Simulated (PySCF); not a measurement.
Species: C7H7OS (doublet state).
Atom-mapped SMILES: `[CH3:1][C:2]#[C:3][C:4]1[CH2:5][CH:6]=[CH:7][S@@:8]1=[O:9]` (hydrogens: H10, H11, H12 on C1; H13, H14 on C5; H15 on C6; H16 on C7)

Structure used (GFN2-xTB), in Å, numbered top down from 1:
```xyz
16
C7H7OS angstrom
C     -3.5736    0.6442    0.0100
C     -2.1610    0.3776    0.0745
C     -0.9660    0.1394    0.1334
C      0.3772   -0.0325    0.2100
C      1.0780   -1.2985    0.5621
C      2.5397   -0.9948    0.5539
C      2.8848    0.2247    0.1877
S      1.4950    1.3013   -0.2758
O      1.4155    2.3860    0.7109
H     -4.1425   -0.2853    0.0441
H     -3.8716    1.2712    0.8527
H     -3.8099    1.1751   -0.9135
H      0.8445   -2.0951   -0.1566
H      0.7627   -1.6690    1.5456
H      3.2397   -1.7614    0.8522
H      3.8799    0.6261    0.1324
```

Computed with PySCF, UKS B3LYP, pcH-1 on C H O S, non-relativistic, mean-field spin-orbit, GIAO. Geometry: GFN2-xTB; no solvent, vibrations or thermal averaging. A GFN2-xTB geometry isn't a minimum of the functional, and hyperfine couplings can be far from their values at a DFT geometry.

Task: Count the α and β electrons and give S(S+1).

Result: Nα = 37, Nβ = 36 (73 in all), and S(S+1) = 0.75 for S = 1/2.

Mulliken spin populations, one withheld:

```
atom           bound to  population
  C1  C2, H10, H11, H12     -0.0407
  C2             C1, C3     +0.4744
  C3             C2, C4           ?
  C4         C3, C5, S8     +0.7032
  C5   C4, C6, H13, H14     -0.0585
  C6        C5, C7, H15     +0.0071
  C7        C6, S8, H16     +0.0007
  S8         C7, O9, C4     +0.0061
  O9                 S8     +0.0205
 H10                 C1     +0.0045
 H11                 C1     +0.0290
 H12                 C1     +0.0156
 H13                 C5     +0.0294
 H14                 C5     +0.0279
 H15                 C6     -0.0006
 H16                 C7     -0.0005
```

Task: Fill in the missing population.

Result: The populations add up to Nα − Nβ = 1, and the others sum to 1.2181, so C3 holds -0.218.

Task: How is the spin shared among the elements?

Result: Carbon +0.87, hydrogen +0.11, oxygen +0.02, sulfur +0.01. The positive populations sum to 1.32, the negative ones to -0.32.

Task: With ⟨S²⟩ = 0.7666, find the sum of squared α–β overlaps and estimate the admixture of higher spin.

Result: Σ|⟨iα|jβ⟩|² over occupied orbitals = Nβ − [⟨S²⟩ − S(S+1)] = 36 − 0.0166 = 35.9834. If the quartet state (S + 1) were the only admixture, its weight would be 0.0166/(2S + 2) = 0.55 %.

Task: What Fermi-contact NMR shifts do the couplings of C1, C2, C3, C5, C6, C7, H10/H11/H12 imply at 200 K (Curie law, g = gₑ)?

Result: δ = a_FC·h·gₑ μB S(S+1)/(3 g_N μN kT), with k/h = 20836.6 MHz/K:

```
     nuclei  isotope  a_FC (MHz)     g_N  contact shift (ppm)
         C1      13C      -17.71  1.4048                -2781
         C2      13C       40.58  1.4048                +6372
         C3      13C      -59.65  1.4048                -9365
         C5      13C      -24.37  1.4048                -3826
         C6      13C        1.18  1.4048                 +186
         C7      13C        5.86  1.4048                 +920
H10/H11/H12       1H       41.23  5.5857                +1628
```

All at the stated temperature. Entries for several nuclei are means.

Nuclei that the bonding pattern makes equivalent are averaged, as if the motion that swaps them (rotation, inversion, ring flip) were fast. The three 1H nuclei of mean +41.2 MHz run from 11.4 to 72.8 MHz in the frozen geometry.

β density exceeds α density at some nuclei, such as C3 (-0.0531), C5 (-0.0217) and C1 (-0.0158), spin density in bohr⁻³. In a single determinant that takes different orbitals for the two spins, that is spin polarisation.
